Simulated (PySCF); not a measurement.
**Energy of Mn (manganese, neutral) between two integer charges**

The 4s beta orbital of [Ar] 3d5 4s2 is emptied in steps (occupation f), with all orbitals relaxed, ending at [Ar] 3d5 4s1. All numbers are calculated (PySCF 2.14, scalar relativity by spin-free X2C-1e, in jorge-DZP-DKH). The exact energy is a straight line in f; departures are measured from the line between the end points of the same method.

| f | BHandHLYP (eV) | BLYP (eV) |
| --- | --- | --- |
| 1 | 0.000 | 0.000 |
| 0.75 | -0.300 | -0.576 |
| 0.5 | -0.411 | -0.778 |
| 0.25 | -0.320 | -0.590 |
| 0 | 0.000 | 0.000 |

| method | E(f=0) − E(f=1) (eV) | −ε at f=1 (eV) | −ε at f=0.5 (eV) |
| --- | --- | --- | --- |
| BHandHLYP | 7.192 | 5.629 | 7.140 |
| BLYP | 7.287 | 4.255 | 7.248 |

Orbital energy along the path (eV):

```tsv
f	BHandHLYP	BLYP
1	-5.629	-4.255
0.75	-6.362	-5.721
0.5	-7.140	-7.248
0.25	-7.995	-8.844
0	-8.881	-10.283
```

Reference removal energy between the ground levels: 7.434 eV (measured; NIST Atomic Spectra Database, ionization energies).
